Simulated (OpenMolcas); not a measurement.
**Re4+ in a ligand field**

Re4+ with 5 ligands (fluoride) in trigonal bipyramidal coordination (D3h) at 1.88 Å, the axial distance 2.049 Å. A charge of +0.2 e stands 2.8 Å behind each ligand. Ligand basis ANO-RCC-VDZP.

| Quantity | Value |
| --- | --- |
| Program | OpenMolcas 26.06 |
| Method | SS-CASPT2, IPEA 0.25 Eh, imaginary shift 0.1 Eh (the 29 lowest orbitals frozen, all others correlated) |
| Basis | ANO-RCC-VTZP [8s7p5d3f2g1h] |
| Scalar Hamiltonian | DKH2, point nucleus |
| Active space | 3 electrons in 5 orbitals (5d) |
| State averaging | 2S+1 = 4 even, 10 roots; 2S+1 = 2 even, 40 roots |
| Spin-orbit coupling | state interaction with AMFI integrals over the reference wave functions |

The lowest spin-free states (labels of D3, the rotations of D3h), above the lowest:

```tsv
State	Degeneracy	E (cm-1)
4E	2	0
2E	2	1310
2E	2	8990
2E	2	9330
2S+1 = 2	1	10450
2S+1 = 2	1	11070
2E	2	16730
4E	2	17620
2S+1 = 4	1	22150
2E	2	23690
2S+1 = 2	1	24630
2E	2	25310
2S+1 = 2	1	25540
2S+1 = 2	1	28950
2S+1 = 4	1	29630
2S+1 = 4	1	29950
2E	2	30400
2E	2	32890
4E	2	33340
2S+1 = 2	1	37850
```

The lowest levels with spin-orbit coupling:

| E (cm-1) | Degeneracy | 2S+1 | g |
| --- | --- | --- | --- |
| 0 | 2 | 4 (81 %) | 0.20 0.20 2.86 |
| 150 | 2 | 4 (53 %) | 0.00 0.00 1.64 |
| 3990 | 2 | 4 | 0.02 0.02 4.35 |
| 4750 | 2 | 2 (59 %) | 0.00 0.00 2.45 |
| 6410 | 2 | 4 | 0.02 0.02 8.26 |
| 7050 | 2 | 2 (82 %) | 0.14 0.17 0.17 |
| 10970 | 2 | 2 | 0.09 0.09 3.71 |
| 12360 | 2 | 2 (88 %) | 0.66 0.66 2.21 |
| 12890 | 2 | 2 | 0.10 0.10 4.20 |
| 12940 | 2 | 2 (88 %) | 0.00 0.00 0.57 |
| 14850 | 2 | 2 | 0.00 0.00 7.60 |
| 15620 | 2 | 2 (74 %) | 0.59 0.59 1.65 |
| 20380 | 2 | 2 | 0.00 0.00 0.61 |
| 20710 | 2 | 4 (76 %) | 0.14 0.80 0.80 |
| 21890 | 2 | 4 (86 %) | 0.00 0.00 3.42 |
| 22100 | 2 | 4 (74 %) | 0.03 0.03 3.23 |
| 22140 | 2 | 2 (78 %) | 0.02 0.02 4.98 |
| 24820 | 2 | 4 (80 %) | 0.01 0.01 6.79 |
| 26290 | 2 | 4 (87 %) | 1.79 3.09 3.09 |
| 26600 | 2 | 4 (89 %) | 0.00 0.00 5.39 |

Electric-dipole absorption from the lowest level at this geometry, strongest bands:

| E (cm-1) | λ (nm) | f |
| --- | --- | --- |
| 4750 | 2100 | 1.51e-05 |
| 6410 | 1560 | 8.02e-04 |
| 10970 | 912 | 1.35e-04 |
| 12890 | 775 | 4.25e-04 |
| 14850 | 673 | 5.24e-05 |
| 21890 | 457 | 1.42e-05 |
| 22140 | 452 | 4.46e-04 |
| 24820 | 403 | 3.15e-04 |
| 26600 | 376 | 1.98e-04 |
| 28440 | 352 | 2.36e-05 |
| 32970 | 303 | 1.55e-05 |
| 37440 | 267 | 4.40e-05 |
| 39460 | 253 | 8.44e-05 |
| 47640 | 210 | 1.68e-05 |
| 52490 | 191 | 1.11e-05 |
| 73530 | 136 | 1.22e-05 |

Powder χT (cm3 K/mol): 0.264 at 2 K, 0.286 at 10 K, 0.392 at 50 K, 0.464 at 100 K, 0.504 at 200 K, 0.521 at 300 K. The effective moment at 300 K is 2.828 √(χT) = 2.04 μB.

Roots that are degenerate in the reference are averaged as groups; the widest CASPT2 spread within a group is 180 cm-1 (the 2-fold group of multiplicity 2 near 50400 cm-1 above the lowest state of its run). Shifts and gaps below about the spread of the groups concerned are not significant. Over all roots computed the reference weight is 0.69 to 0.71; a low but even weight reflects the number of correlated electrons. An orbital doublet at a regular site is open to a Jahn-Teller distortion, which this geometry leaves out. The least metal-like active orbital is 76 % on the metal (Löwdin) and no ligand orbital is active, so the numbers are rough. Ligand-to-metal charge-transfer states are missing. With no ligand orbital active B as a rule stays too high, so bands that hang on it stand too high and its fall with covalency is understated. No measured value stands beside these numbers; the geometry was imposed, not optimised, and the real ion may take another.
